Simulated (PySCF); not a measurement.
## Circular dichroism: `Cl[Si@H]1C[Si@H](Cl)[SiH2][SiH2]O1`, CH8Cl2OSi4

Cartesian coordinates in Å; atom numbers follow the order of the lines, from 1:
```xyz
16

Cl    0.441   -2.082    2.264
Si    0.392   -1.891    0.261
C    -1.285   -1.175   -0.263
Si   -1.625    0.606    0.354
Cl   -3.375    1.191   -0.524
Si    0.189    1.981   -0.190
Si    2.102    0.680   -0.346
O     1.560   -0.863   -0.167
H     0.759   -3.147   -0.371
H    -2.082   -1.838    0.074
H    -1.331   -1.185   -1.353
H    -1.945    0.518    1.785
H    -0.050    2.732   -1.437
H     0.342    3.043    0.822
H     3.104    0.833    0.714
H     2.797    0.607   -1.634
```

Computed with TDDFT CAM-B3LYP/def2-SVPD circular dichroism and optical rotation, one conformer, gas phase in PySCF 2.14.0. Geometry: GFN2-xTB.

Task: Assign R or S to each stereocentre.

Result: Si2 S, Si4 S.

Task: Which excitations and rotatory strengths does the calculation give?

Result: Rotatory strengths R in 10⁻⁴⁰ esu² cm², velocity form and length form (origin at the centre of mass); f in length form.
| state | E (eV) | λ (nm) | f | R (velocity) | R (length) | main |
| --- | --- | --- | --- | --- | --- | --- |
| 1 | 5.91 | 210 | 0.096 | +5.5 | +5.3 | HOMO→LUMO 0.82, HOMO→LUMO+1 0.09 |
| 2 | 6.17 | 201 | 0.033 | -14.5 | -13.7 | HOMO→LUMO+1 0.72, HOMO−1→LUMO 0.10 |
| 3 | 6.44 | 193 | 0.026 | +4.8 | +5.2 | HOMO−1→LUMO 0.69, HOMO→LUMO+1 0.12 |
| 4 | 6.86 | 181 | 0.041 | -54.3 | -54.3 | HOMO−2→LUMO 0.45, HOMO−1→LUMO+1 0.35 |
| 5 | 6.92 | 179 | 0.002 | +3.6 | +3.5 | HOMO−3→LUMO 0.81 |
| 6 | 6.99 | 177 | 0.015 | +10.6 | +10.0 | HOMO−1→LUMO+1 0.40, HOMO−2→LUMO 0.23 |
| 7 | 7.23 | 171 | 0.036 | +8.0 | +7.3 | HOMO→LUMO+2 0.75 |
| 8 | 7.45 | 166 | 0.048 | +100.9 | +96.7 | HOMO−2→LUMO+1 0.50, HOMO−2→LUMO 0.08 |

Among the states computed, the strongest CD band (largest |R|) is state 8. The largest dissymmetry factor in size, g = 4R/(D+G), with D and G the electric and magnetic dipole strengths, is +0.022 for state 8 (velocity form, f = 0.053), among bands with |R| over 0.5. The mirror image has the same energies and oscillator strengths and all R with the opposite sign.
